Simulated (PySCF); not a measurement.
C3H6O. Atoms are numbered in the order given.

```xyz
10

C     -0.0741     1.8798     0.0000
C      0.3499     0.6127     0.0000
O     -0.4944    -0.4457     0.0000
C      0.1036    -1.7226     0.0000
H     -1.1402     2.1175     0.0000
H      0.6508     2.6940     0.0000
H      1.4204     0.3636     0.0000
H     -0.7086    -2.4622     0.0000
H      0.7282    -1.8832    -0.8984
H      0.7282    -1.8832     0.8984
```

Geometry: B3LYP-D3(BJ)/def2-SVP. Other conformers were not sampled.

Computed with HF/pcSseg-1 in PySCF.

GIAO shieldings, no solvent; atoms listed in one row are averaged. δ = σ(ref) − σ: ¹³C against TMS (σ = 192.6 ppm); ¹⁷O against H2O (σ = 333.0 ppm); ¹H against TMS (σ = 31.99 ppm), references at their B3LYP-D3(BJ)/def2-TZVP geometries, non-relativistic.

Computed chemical shifts:
```tsv
nucleus	atoms	count	δ (ppm)
¹³C	C2	1	161.5
¹³C	C1	1	99.0
¹³C	C4	1	55.8
¹⁷O	O3	1	56.1
¹H	H7	1	6.31
¹H	H5	1	5.08
¹H	H6	1	4.57
¹H	H8, H9, H10	3	3.60
```
